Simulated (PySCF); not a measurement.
Ligands exchanged one at a time, Sn C2H5-SH. Isolated molecules, 0 K electronic values unless said otherwise. One relaxed conformer stands for each flexible species; it need not be the lowest. Strings in code marks are SMILES.

Level of theory: TPSSh-D3(BJ)/def2-TZVP // B3LYP-D3(BJ)/def2-SVP in PySCF. Excitations are Tamm–Dancoff values on a coarser integration grid. The basis has no diffuse functions, so Rydberg states are missing or too high.

```json
[
 {"species": "0 of 4 C2H5 replaced by SH (`C[CH2][Sn]([CH2]C)([CH2]C)[CH2]C`)", "S1 oscillator strength": "0.044", "T1 excitation (TDA) (eV)": "–"},
 {"species": "2 of 4 C2H5 replaced by SH", "S1 oscillator strength": "0.056", "T1 excitation (TDA) (eV)": "?"},
 {"species": "3 of 4 C2H5 replaced by SH (`[SH][Sn]([SH])([CH2]C)[SH]`)", "S1 oscillator strength": "0.032", "T1 excitation (TDA) (eV)": "3.84"},
 {"species": "4 of 4 C2H5 replaced by SH (`[SH][Sn]([SH])([SH])[SH]`)", "S1 oscillator strength": "0.014", "T1 excitation (TDA) (eV)": "3.49"}
]
```

Problem. Complete the blanks.

Solution. 
- 2 of 4 C2H5 replaced by SH, T1 excitation (TDA) (eV): 4.30
